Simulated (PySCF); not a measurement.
# ZnSi⁻ at UHF

Computed with UHF; PySCF, no relativity, basis sets Zn def2-SVPD, Si def2-SVPD.

For ZnSi⁻, the state is ⁴Σ⁻ (quartet), unpaired electrons σ ↑, π ↑↑. The bond length is 2.747 Å and the harmonic wavenumber is 143 cm⁻¹. The force constant is 0.235 mdyn/Å. The rotational constant Be is 0.1148 cm⁻¹. The anharmonicity ωexe is 0.977 cm⁻¹ and the vibration–rotation constant αe is 0.00127 cm⁻¹. The bond order (Mayer) is 0.66. The dipole moment (positive dipole points towards Si; it is taken about the centre of mass and depends on that origin) is -2.84 D.

Hartree–Fock leaves out correlation, which carries a large part of most bond energies and some tenths to 1 eV of ionisation energies. The state was picked by a PBE0 search and need not be the measured ground state.
